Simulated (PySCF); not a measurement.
Sr²⁵⁺: ionisation energy

Sr²⁵⁺ [Ne] 3s2 3p1 [3p1/2^1, M_J = 1/2] → Sr²⁶⁺ [Ne] 3s2, as a difference of total energies. All numbers are calculated (PySCF 2.14, the two-component X2C-1e Hamiltonian, in an uncontracted even-tempered set (19 s from 3.5 bohr⁻², ratio 2.4; 13 p from 4.5 bohr⁻², ratio 2.4; 5 d from 16 bohr⁻², ratio 2.6; 4 f from 24 bohr⁻², ratio 2.6)). Correlated levels: 1s2 frozen; the 52 highest virtual spinors dropped. "Screened" scales the spin-orbit matrix elements by Boettger's factors to mimic the two-electron term; Breit and QED terms are absent.

| method | ionisation energy (eV) |
| --- | --- |
| GHF (spin-free) | 1209.7 |
| GMP2 (spin-free) | 1210.1 |
| GHF (screened spin-orbit) | 1220.7 |
| GMP2 (screened spin-orbit) | 1221.1 |

Breit and QED terms and the two-electron picture change are absent.

The spin-free rows lack the spin-orbit shift.

For comparison: 1211 ± 6 eV (semi-empirical (NIST evaluation); NIST Atomic Spectra Database, ionization energies).
